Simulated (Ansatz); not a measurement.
Ansatz (a first-principles code) input (HF/3-21G): The .json file is the Basis Set Exchange's 3-21G.

Ansatz 0.2 input:
```yaml
crystal:
  periodic: [false, false, false]
  atoms:
    - {symbol: C, position_ang: [0.58105700, -1.38511600, -1.32231200]}
    - {symbol: Ge, position_ang: [0.02900700, -0.07944700, -0.09458200]}
    - {symbol: C, position_ang: [-1.85865600, 0.65945300, 0.06860500]}
    - {symbol: C, position_ang: [1.13984100, 1.57706500, -0.18521600]}
    - {symbol: N, position_ang: [0.24260400, -0.70733200, 1.70706400]}
    - {symbol: H, position_ang: [0.86487400, -0.96896800, -2.29396200]}
    - {symbol: H, position_ang: [-0.13031800, -2.20747400, -1.44897200]}
    - {symbol: H, position_ang: [-2.57357100, -0.16336500, 0.15820700]}
    - {symbol: H, position_ang: [-2.11225400, 1.22864200, -0.82953800]}
    - {symbol: H, position_ang: [-1.96803700, 1.31555100, 0.93924300]}
    - {symbol: H, position_ang: [2.19626400, 1.30652600, -0.22809200]}
    - {symbol: H, position_ang: [0.97010300, 2.19170000, 0.70168200]}
    - {symbol: H, position_ang: [0.89474400, 2.16470100, -1.07408200]}
    - {symbol: H, position_ang: [0.71723100, -1.60334800, 1.64472600]}
    - {symbol: H, position_ang: [-0.65893800, -0.87874600, 2.14150200]}
basis:
  gaussian:
    orbitals: 3-21G.json
hamiltonian:
  xc: {name: HF}
total_charge: -1
relax: {f_tol: 0.003, max_steps: 120}
```

From the output:

```
988 factors; integrals over basis functions are off by at most 6.5e-4 eV
mean field: 0.29 GiB planned
mean field -60905.96388146 eV, -2238.2528890984 hartree, gradient 4.0e-5 eV, S^2 0.000000; 0 other end points of the search recorded, 0 dependent functions left out
the calculation of the forces begins
reference -60905.96388146 eV, -2238.2528890984 hartree; 34, 34 occupied and 45, 45 virtual orbitals, 988 factors
relax step  17: F+E_penalty+E_count = -60905.96388146 eV  Δ(F+E_penalty+E_count) = -2.032e-6 eV  max|allowed force component| = 1.567e-3 eV/Å  Δτ_max = 0.0010 Å  (34 SCF iters, accepted)
integrals: 0.03 GiB planned
988 factors; integrals over basis functions are off by at most 6.5e-4 eV
mean field: 0.29 GiB planned
mean field evaluation 128: about -60905.9639 eV, gradient 7.2e-6 eV
mean field -60905.96388146 eV, -2238.2528890984 hartree, gradient 4.0e-5 eV, S^2 0.000000; 1 other end points of the search recorded, 0 dependent functions left out
the calculation of the forces begins
reference -60905.96388146 eV, -2238.2528890984 hartree; 34, 34 occupied and 45, 45 virtual orbitals, 988 factors
Total energy: -60905.96388146 eV, -2238.2528890984 hartree
Atom 0 at     0.447158    -1.301960    -1.463220 Å, force     0.000332    -0.000795    -0.000381 eV/Å
Atom 1 at    -0.010987    -0.149521    -0.100390 Å, force     0.000406     0.000810     0.000249 eV/Å
Atom 2 at    -1.851091     0.680027     0.089253 Å, force    -0.000401    -0.000341    -0.000215 eV/Å
Atom 3 at     1.088352     1.531852    -0.197508 Å, force     0.000552    -0.000149    -0.000100 eV/Å
Atom 4 at     0.097530    -0.882663     1.591443 Å, force    -0.000105     0.000391    -0.001567 eV/Å
Atom 5 at     1.051147    -0.961020    -2.291257 Å, force     0.000089     0.000672    -0.000035 eV/Å
Atom 6 at     0.002326    -2.279607    -1.577932 Å, force    -0.000190    -0.000341     0.000063 eV/Å
Atom 7 at    -2.629799    -0.079768     0.128531 Å, force    -0.000384    -0.000122     0.000244 eV/Å
Atom 8 at    -2.052693     1.323315    -0.765091 Å, force     0.000526    -0.000366     0.000021 eV/Å
Atom 9 at    -1.925745     1.288086     0.992353 Å, force     0.000061     0.000283     0.000440 eV/Å
Atom 10 at     2.151142     1.304834    -0.196902 Å, force     0.000065     0.000099    -0.000159 eV/Å
Atom 11 at     0.878625     2.191790     0.642806 Å, force     0.000030    -0.000176     0.000056 eV/Å
Atom 12 at     0.858435     2.071377    -1.114758 Å, force    -0.000292     0.000019     0.000079 eV/Å
Atom 13 at     0.751242    -1.612577     1.795897 Å, force     0.000150    -0.000191     0.000004 eV/Å
Atom 14 at    -0.521692    -0.674324     2.351048 Å, force    -0.000840     0.000205     0.001301 eV/Å
Dipole moment:    -0.228496     0.438199     0.725367 e Å
```

The dipole moment of an ion depends on the origin.

The geometry given is a B3LYP-D3(BJ)/def2-TZVP minimum.
